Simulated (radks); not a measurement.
Values are calculated unless marked as measured or tabulated.
Mean orbital radii <r> (bohr) of neutral gold, [Xe] 4f14 5d10 6s1, at several levels of relativity; Dirac values are averaged over j with weights 2j + 1. Spin-unpolarised spherical Kohn-Sham, LDA (Slater exchange, Perdew-Wang correlation), point nucleus unless stated (finite: rms radius 5.4371 fm), a radial shooting solver on a logarithmic mesh with Libxc functionals. A level marked "c x" has the speed of light scaled by that factor.

| shell | non-rel. | scalar-rel., finite nucleus | Dirac | Dirac, c x 0.75 | change of magnitude, last against first (%) |
|---|---|---|---|---|---|
| 2p | 0.06823 | 0.06426 | 0.06370 | 0.05975 | -12.42 |
| 3s | 0.2039 | 0.1840 | 0.1834 | 0.1642 | -19.44 |
| 3p | 0.1942 | 0.1852 | 0.1841 | 0.1754 | -9.65 |
| 3d | 0.1696 | 0.1677 | 0.1677 | 0.1667 | -1.68 |
| 4s | 0.4492 | 0.4074 | 0.4071 | 0.3683 | -18.01 |
| 4p | 0.4532 | 0.4339 | 0.4324 | 0.4147 | -8.50 |
| 4d | 0.4612 | 0.4586 | 0.4589 | 0.4584 | -0.60 |
| 4f | 0.4868 | 0.4987 | 0.4993 | 0.5123 | +5.24 |
| 5s | 1.026 | 0.9260 | 0.9267 | 0.8353 | -18.61 |
| 5p | 1.118 | 1.072 | 1.069 | 1.029 | -8.02 |
| 5d | 1.580 | 1.621 | 1.624 | 1.670 | +5.64 |
| 6s | 3.313 | 2.838 | 2.837 | 2.418 | -27.00 |
